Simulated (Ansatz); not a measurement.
Basis sets compared for Au₄Cl₃. Charge 0, multiplicity 2. Geometry r2SCAN-D4/def2-SVP. Ansatz on 4 threads of Arm Neoverse V1 on a shared host; times are rough, and most runs start from earlier orbitals.

Cartesian coordinates in Å:
```
Au -0.901 3.004 1.707
Au 0.626 1.851 -0.054
Au -1.325 0.461 1.360
Au 0.303 -1.011 -0.575
Cl 1.904 0.565 -1.615
Cl 0.913 -2.999 -1.688
Cl -1.519 -1.871 0.865
```

In the def2 sets Au takes a core potential; there is no spin–orbit coupling. Another isomer (doublet) lies 0.77 eV lower at PBE0-D4/def2-TZVP; other spin states weren't run for this one.

Binding counts from free atoms (Au doublet, Cl doublet) in the same basis, without a counterpoise term.

```csv
level,functions,energy (Eh),HOMO (eV),LUMO (eV),binding per atom (eV),wall time
PBE-D4/def2-SVP,182,-1922.8838,-6.19,-5.73,2.07,9.5 s
PBE0-D4/def2-SVP,182,-1922.7942,-7.41,-5.10,1.91,16 s
```

Question: Estimate the rows for PBE-D4/def2-TZVP (with forces), PBE0-D4/def2-TZVP.

Answer: 
```json
{"level": "PBE-D4/def2-TZVP (with forces)", "functions": "271", "energy (Eh)": "-1923.4012", "HOMO (eV)": "-6.23", "LUMO (eV)": "-5.79", "binding per atom (eV)": "2.11", "wall time": "18 s"}
{"level": "PBE0-D4/def2-TZVP", "functions": "271", "energy (Eh)": "-1923.3055", "HOMO (eV)": "-7.41", "LUMO (eV)": "-5.12", "binding per atom (eV)": "1.96", "wall time": "31 s"}
```
